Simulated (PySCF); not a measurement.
Delta-SCF ions had no search for a lower state. Excitations are Tamm–Dancoff values on a coarser integration grid. The basis has no diffuse functions, so Rydberg states are missing or too high.

Z-matrix (Å, degrees):
```
C
C 1 1.3316
H 2 1.0796 1 123.35
C 1 1.4609 2 122.80 3 -179.94
C 4 1.3272 1 124.68 2 -179.99
H 5 1.0810 4 121.06 1 179.96
H 5 1.0831 6 116.35 4 179.94
H 4 1.0836 5 118.92 6 -0.03
Cl 2 1.7320 3 111.54 1 -179.90
Si 1 1.8719 2 116.12 3 0.07
H 10 1.4775 1 108.01 2 -0.02
H 10 1.4786 11 109.57 3 -120.74
H 10 1.4786 11 109.58 12 -118.55
```
Charge 0, multiplicity 1.

Question: Predict the vertical ionisation energy (Delta-SCF), T1 excitation (TDA), brightest of the four lowest singlets (TDA), LUMO and dipole moment from CAM-B3LYP-D3(BJ)/def2-TZVP in PySCF 2.14.0.

Answer: 
```json
{
  "vertical ionisation energy (Delta-SCF)": "8.92 eV",
  "T1 excitation (TDA)": "3.19 eV",
  "brightest of the four lowest singlets (TDA)": "5.86 eV",
  "LUMO": "-0.24 eV",
  "dipole_moment": "0.86 D"
}
```
